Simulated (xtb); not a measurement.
CHF$_{2}$ (SMILES F[CH]F), doublet, geometry from GFN2-xTB; GFN0-xTB run with xtb.

Here is a job for xtb.
```
$ xtb mol.xyz --gfn 0 --uhf 1 --grad --json

# file mol.xyz
4

C      0.06401414    -0.00053804     0.50038755
F     -0.08071573     1.09566547    -0.23113025
F     -0.06029074    -1.09592016    -0.23609971
H      0.88497342     0.00552047     1.20274435
```

The log (banner, timings and long lists left out):

```
   ID    Z sym.   atoms
    1    6 C      1
    2    9 F      2, 3
    3    1 H      4

           -------------------------------------------------
          |                Calculation Setup                |
           -------------------------------------------------

           -------------------------------------------------
          |                 G F N 0 - x T B                 |
           -------------------------------------------------

          ...................................................
          :                      SETUP                      :
          :.................................................:
          :  # basis functions                  14          :
          :  # atomic orbitals                  14          :
          :  # shells                            8          :
          :  # electrons                        19          :
          :  electronic temp.          300.0000000     K    :
          :  accuracy                    1.0000000          :
          :  -> integral cutoff          0.2500000E+02      :
          :  -> integral neglect         0.1000000E-07      :
          ...................................................

         :::::::::::::::::::::::::::::::::::::::::::::::::::::
         ::                     SUMMARY                     ::
         :::::::::::::::::::::::::::::::::::::::::::::::::::::
         :: total energy             -10.318977645882 Eh    ::
         :: gradient norm              0.021872581408 Eh/a0 ::
         :: HOMO-LUMO gap              6.138269142011 eV    ::
         ::.................................................::
         :: H0 energy                -10.304673545461 Eh    ::
         :: repulsion energy           0.054074938595 Eh    ::
         :: electrostat energy        -0.042322643459 Eh    ::
         :: -> Gsolv                   0.000000000000 Eh    ::
         ::    -> Gsasa                0.000000000000 Eh    ::
         ::    -> Gshift               0.000000000000 Eh    ::
         :: dispersion energy         -0.000355092398 Eh    ::
         :: short-range corr.         -0.025701303161 Eh    ::
         :: add. restraining           0.000000000000 Eh    ::
         :: total charge              -0.000000000000 e     ::
         :::::::::::::::::::::::::::::::::::::::::::::::::::::

           -------------------------------------------------
          |                Property Printout                |
[...]
         4        2.0000           -0.4997617             -13.5992
         5        2.0000           -0.4765240             -12.9669
         6        2.0000           -0.4761074             -12.9555
         7        2.0000           -0.4407698             -11.9940
         8        2.0000           -0.4364400             -11.8761
         9        2.0000           -0.4358187             -11.8592
        10        1.0000           -0.3365746              -9.1587 (HOMO)
        11                         -0.1109973              -3.0204 (LUMO)
        12                          0.0592278               1.6117
        13                          0.0851391               2.3168
        14                          0.3160643               8.6005
      -------------------------------------------------------------
                  HL-Gap            0.2255772 Eh            6.1383 eV
             Fermi-level            0.0000000 Eh            0.0000 eV

     #   Z          covCN         q      C6AA      α(0)
     1   6 C        2.494     0.381    21.865     7.614
     2   9 F        0.785    -0.219    11.483     3.904
     3   9 F        0.785    -0.219    11.483     3.904
     4   1 H        0.926     0.058     2.227     2.334

 Mol. C6AA /au·bohr⁶  :        163.822794
 Mol. C8AA /au·bohr⁸  :       3331.219787
 Mol. α(0) /au        :         17.754329

Wiberg/Mayer (AO) data.
largest (>0.10) Wiberg bond orders for each atom

 ---------------------------------------------------------------------------
     #   Z sym  total        # sym  WBO       # sym  WBO       # sym  WBO
 ---------------------------------------------------------------------------
     1   6 C    3.219 --     2 F    1.124     3 F    1.124     4 H    0.971
     2   9 F    1.248 --     1 C    1.124
     3   9 F    1.248 --     1 C    1.124
     4   1 H    1.037 --     1 C    0.971
 ---------------------------------------------------------------------------

Topologies differ in total number of bonds
Writing topology from bond orders to xtbtopo.mol

 dipole moment from electron density (au)
     X       Y       Z
   0.2611   0.0016   0.3754  total (Debye):    1.162

           -------------------------------------------------
          | TOTAL ENERGY              -10.318977645882 Eh   |
          | GRADIENT NORM               0.021872581408 Eh/α |
          | HOMO-LUMO GAP               6.138269142011 eV   |
           -------------------------------------------------

normal termination of xtb
```
